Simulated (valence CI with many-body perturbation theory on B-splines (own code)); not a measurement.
# Sensitivity of CI+MBPT for Eu³⁰⁺

Computed by relativistic CI+MBPT: five valence electrons over a frozen Dirac-Fock core [Ar] 3d10, radial functions for each j: 6 s, 6 p, 5 d, 3 f, 1 g, with the one-electron correlation potential Σ1, the two-electron term Σ2, the three-electron term Σ3, Breit, model QED; selected CI, second order for the rest, scaled by the run's own slope (own B-spline code, finite nucleus).

No measured spectrum was set against this ion. As an estimate, large intervals hold to a few tenths of a per cent, small ones and those within an open d or f shell to about a per cent. Among the levels kept, up to 410 cm⁻¹ of a level comes from second order outside the variational space, and about a tenth of that is noise between levels of different J, which matters for small intervals.

The reference run has the lowest level (4s^2 4p1/2^2 4p3/2) J=3/2 and an ionisation energy of 1168.35 eV. Its largest variational space holds 10000 state functions.

Levels are named by their leading jj configuration (3d3/2^4 stands for four electrons in 3d with j = 3/2), which in mixed levels can hold well under half, so a name can repeat and another be missing. Letters in brackets count levels of one name in rising energy.

| Level | Reference (cm⁻¹) | Shift (cm⁻¹) |
| --- | --- | --- |
| (4s^2 4p1/2 4p3/2^2) J=3/2 | 281905 | +354 |
| (4s^2 4p1/2 4p3/2^2) J=5/2 | 316205 | +269 |
| (4s^2 4p1/2 4p3/2^2) J=1/2 | 359387 | -466 |
| (4s^2 4p3/2^3) J=3/2 | 646612 | -7.2 |
| (4s 4p1/2^2 4p3/2^2) J=5/2 | 842868 | +1262 |
| (4s^2 4p1/2^2 4d3/2) J=3/2 | 902659 | +1129 |
| (4s 4p1/2^2 4p3/2^2) J=1/2 | 944776 | +131 |
| (4s 4p1/2^2 4p3/2^2) J=3/2 | 984202 | +1310 |
| (4s^2 4p1/2^2 4d5/2) J=5/2 | 1043140 | +1481 |
| (4s 4p1/2 4p3/2^3) J=3/2 [a] | 1147620 | +885 |
| (4s 4p1/2 4p3/2^3) J=5/2 | 1186150 | +1888 |
| (4s^2 4p1/2 4p3/2 4d3/2) J=3/2 [a] | 1198950 | +1394 |

The ionisation energy moves by -0.14 eV.

Q: Which of these changes was made?
A. correlating orbitals by l 3 3 3 2 1 → 2 1 2 4 3; size limit of the variational space 10000 → 1500; second order for the rest on → off
B. logarithmic knot step 0.27 → 0.8
C. Breit term on → off
D. correlating orbitals by l 3 3 3 2 1 → 1 4 1 0 3

A: A. correlating orbitals by l 3 3 3 2 1 → 2 1 2 4 3; size limit of the variational space 10000 → 1500; second order for the rest on → off.
